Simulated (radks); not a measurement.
Results of a calculation; reference values are marked as such.
All-electron atom: W71+ in [He] 2s1. Code: a radial shooting solver on a logarithmic mesh with Libxc functionals. Model: Dirac Kohn-Sham, PBE, spin-unpolarised, spherical densities, point nucleus.

Radial electron density D(r) = 4 pi r^2 rho(r):

```
   r/bohr * D(r) (the largest magnitude, 90.3, reaches the edge; | marks zero)
 0.001585 |        *
 0.001731 |         *
 0.001905 |          *
 0.002097 |            *
  0.00229 |              *
 0.002521 |               *
 0.002775 |                  *
 0.003055 |                    *
 0.003336 |                      *
 0.003672 |                         *
 0.004042 |                            *
 0.004449 |                               *
 0.004858 |                                  *
 0.005348 |                                     *
 0.005886 |                                        *
 0.006479 |                                            *
 0.007075 |                                              *
 0.007788 |                                                 *
 0.008573 |                                                   *
 0.009362 |                                                     *
  0.01031 |                                                      *
  0.01134 |                                                      *
  0.01249 |                                                     *
  0.01363 |                                                    *
  0.01501 |                                                  *
  0.01652 |                                              *
  0.01819 |                                          *
  0.01986 |                                      *
  0.02186 |                                 *
  0.02406 |                            *
  0.02628 |                       *
  0.02892 |                   *
  0.03184 |               *
  0.03505 |            *
  0.03827 |          *
  0.04212 |         *
  0.04637 |         *
  0.05104 |         *
  0.05574 |         *
  0.06135 |        *
  0.06753 |        *
  0.07434 |       *
  0.08118 |      *
  0.08936 |     *
  0.09836 |    *
   0.1074 |  *
   0.1182 | *
   0.1301 |*
   0.1433 |*
   0.1564 *
   0.1722 *
   0.1895 *
   0.2086 *
   0.2278 *
   0.2508 *
```

D(r) has 2 maxima, at r = 0.0112, 0.0566 bohr, and minima at 0.0510 bohr, inside which lie 2.19 electrons.
